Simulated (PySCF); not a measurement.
# Ce2O4: one run

Ce2O4 (singlet). PySCF 2.14.0, RKS B3LYP, Ce lcecp-2-SVP with ECP46, O def2-SVP; non-relativistic Hamiltonian with scalar-relativistic core potentials where named; density fitting; no spin-orbit coupling. The geometry is an unrelaxed template.

```python
mol = gto.M(atom='''
Ce     0.00000     0.00000     1.57350
Ce     0.00000     0.00000    -1.57350
O      1.34560     0.00000     0.00000
O     -1.34560     0.00000     0.00000
O      0.00000     0.00000     3.35510
O      0.00000     0.00000    -3.35510''',
    basis={'Ce': 'lcecp-2-SVP', 'O': 'def2-SVP'},
    ecp={'Ce': 'lcecp-2-SVP'},
    charge=0, spin=0)
mf = dft.RKS(mol, xc='B3LYP')
mf.grids.atom_grid = (50, 194)  # f atoms: unpruned, at least (60, 302)
mf = mf.density_fit()  # fitting sets: Ce AutoAux, O def2-universal-JKFIT
mf.conv_tol = 1e-08; mf.max_cycle = 55
mf.kernel(dm0)  # dm0: free metal ions and neutral atoms
```

Run from Python with OMP_NUM_THREADS=2; the lines above give its settings. Where DIIS fails, smearing, a level shift and second-order steps follow.
It took 9.1 s on 2 threads of AMD EPYC 7R43 64-Core Processor (Zen 3) (shared host), peak memory 0.63 GiB.

The large-core potential holds the 4f shell empty.

**Question.** What are the Mulliken charges and spins?

**Answer.** 
```tsv
atom	charge (e)	spin (e)
Ce1	1.123	0.000
Ce2	1.123	0.000
O3	-0.730	0.000
O4	-0.730	0.000
O5	-0.393	0.000
O6	-0.393	0.000
```
